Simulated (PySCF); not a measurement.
Ga(Me)(OH)2(HOMe), C₂H₉GaO₃, singlet, GFN2-xTB optimised geometry.

```
15

Ga    -0.66     0.04     0.00
C      1.36     0.04     0.00
H      1.74     0.91     0.53
H      1.76     0.06    -1.01
H      1.74    -0.86     0.49
O     -1.60     1.54     0.00
H     -1.76     2.10    -0.75
O     -1.66    -1.33    -0.50
H     -1.37    -2.10    -0.99
C     -1.30     0.66     3.12
O     -1.30    -0.29     2.06
H     -1.67     1.63     2.78
H     -0.27     0.78     3.45
H     -1.91     0.29     3.95
H     -2.20    -0.41     1.74
```

Density from CAM-B3LYP/def2-TZVP (PySCF) at that geometry.

Minimum of the electron density along straight lines between bonded atoms, close to the bond critical point (lines longer than 1.1 times the sum of covalent radii, or with two minima, are not listed):

| bond | length / Å | ρ at the minimum / e bohr⁻³ | ∇²ρ there / e bohr⁻⁵ | position (fraction from the first atom) |
|---|---|---|---|---|
| Ga1–C2 | 2.022 | … | … | 0.48 |
| C2–H3 | 1.087 | 0.275 | -0.93 | 0.64 |
| C2–H4 | 1.090 | 0.273 | -0.91 | 0.64 |
| C2–H5 | 1.088 | 0.275 | -0.92 | 0.64 |
| Ga1–O6 | 1.774 | 0.135 | 0.77 | 0.48 |
| O6–H7 | 0.952 | 0.363 | -2.47 | 0.81 |
| Ga1–O8 | 1.769 | 0.136 | 0.79 | 0.48 |
| O8–H9 | 0.951 | 0.364 | -2.48 | 0.81 |
| C10–O11 | 1.419 | … | -0.50 | 0.35 |
| C10–H12 | 1.091 | 0.288 | -1.03 | 0.65 |
| C10–H13 | 1.089 | 0.288 | -1.04 | 0.65 |
| C10–H14 | 1.093 | 0.285 | -1.01 | 0.65 |
| O11–H15 | 0.969 | 0.353 | -2.44 | 0.81 |

Question: Some entries are withheld; supply them.

Answer: 
- Ga1–C2, ρ at the minimum / e bohr⁻³: 0.105
- Ga1–C2, ∇²ρ there / e bohr⁻⁵: 0.15
- C10–O11, ρ at the minimum / e bohr⁻³: 0.252
